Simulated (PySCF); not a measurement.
A side-by-side comparison of computed properties.

First species: C5H12OS.
Z-matrix (Å and degrees, GFN2-xTB geometry), rows numbered from 1:
```
C 
C   1  1.5236
C   2  1.5242  1  113.29
C   3  1.5170  2  114.04  1   -55.07
S   3  1.8755  2  106.73  1    65.35
C   5  1.8486  3   96.24  2   160.84
O   5  1.4639  3  105.48  2    52.96
H   1  1.0873  2  109.86  3  -175.62
H   1  1.0870  2  111.42  3    64.58
H   1  1.0881  2  110.08  3   -56.37
H   2  1.0925  1  108.80  3   119.52
H   2  1.0936  1  109.83  3  -122.52
H   3  1.0925  2  108.91  1  -179.81
H   4  1.0872  3  111.23  2  -167.24
H   4  1.0887  3  110.28  2   -47.54
H   4  1.0872  3  110.46  2    72.33
H   6  1.0841  5  109.92  3   -52.32
H   6  1.0851  5  106.78  3  -171.19
H   6  1.0831  5  109.03  3    70.01
```

Second species: 3-butyn-1-ol, C₄H₆O.
SMILES: `C(CCO)#C`

Levels: PBE0/def2-SVPD for dipole moment, HOMO energy, LUMO energy, HOMO–LUMO gap, static isotropic polarisability and electronic spatial extent ⟨r²⟩ about the centre of nuclear charge; TDDFT PBE0/def2-SVPD for lowest singlet excitation; TDA PBE0/def2-SVPD for lowest triplet excitation (Tamm–Dancoff); GFN2-xTB for rotational constant A and rotational constant C. Geometries: GFN2-xTB. All species are isolated and taken at one optimised geometry, non-relativistic unless stated. Electronic properties by PySCF.

The conformers computed, where there is a choice (atom-mapped SMILES and torsion angles):
- `[CH3:1][CH2:2][C@@H:3]([CH3:4])[S@:5]([CH3:6])=[O:7]`: C1–C2–C3–C4 -55°, C2–C3–S5–C6 161°
- `[CH:1]#[C:2][CH2:3][CH2:4][OH:5]`: C2–C3–C4–O5 -64°, H–O5–C4–C3 55°

Q: Which has the higher HOMO–LUMO gap?

A: The second: 8.37 eV against 7.10 eV, a difference of 1.27 eV.

Q: Which has the higher S1 energy?

A: The second: 6.73 eV against 5.84 eV, a difference of 0.89 eV.

Q: Which has the higher ⟨r²⟩?

A: The first: 1029 bohr² against 457 bohr², a difference of 572 bohr².

Q: Which has the higher dipole moment?

A: The first: 3.81 D against 1.43 D, a difference of 2.38 D.

Q: Which has the higher static isotropic polarisability?

A: The first: 87.0 au against 51.5 au, a difference of 35.5 au.

Q: Which has the higher HOMO energy?

A: The first: -6.58 eV against -7.84 eV, a difference of 1.26 eV.

Q: Which of the two has the higher rotational constant C, and by how much?

A: The second: 2.786 GHz against 1.296 GHz, a difference of 1.490 GHz.

Q: Which of the two has the higher rotational constant A, and by how much?

A: The second: 10.616 GHz against 3.099 GHz, a difference of 7.517 GHz.

On the first: The vertical singlet–triplet gap S1 − T1 is 0.74 eV (TDDFT singlet less Tamm–Dancoff triplet). The principal polarisabilities are 73.9, 87.1 and 100.1 au; their mean is the isotropic value.

On the second: The dipole matches unit charges of opposite sign 0.30 Å apart (1 e·Å = 4.8032 D). The vertical singlet–triplet gap S1 − T1 is 1.26 eV (TDDFT singlet less Tamm–Dancoff triplet).
